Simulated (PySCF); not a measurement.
Computed shifts of a molecule C₂H₈BN, B3LYP/pcSseg-1 run with PySCF, GIAO, gas phase, atoms alike by connectivity averaged where their shifts nearly agree, in ppm (number of nuclei): ¹H: 5.12 (1), 4.31 (1), 3.09 (3), 0.65 (3). ¹³C: 34.5 (1), 1.5 (1). ¹⁵N: 132.7 (1). References: ¹¹B against BF3 (σ = 86.3 ppm); ¹H against TMS (σ = 31.68 ppm); ¹³C against TMS (σ = 181.3 ppm); ¹⁵N against NH3 (σ = 265.5 ppm), references at their B3LYP-D3(BJ)/def2-TZVP geometries, non-relativistic. The structure is a stationary point at B3LYP-D3(BJ)/def2-SVP. A frequency run showed that this geometry is not a minimum. The values are those of a single conformer.

Q: Pick the molecule that these values belong to.
A. CCBN
B. CBNC
C. CB(C)N
D. BN(C)C

A: B, CBNC
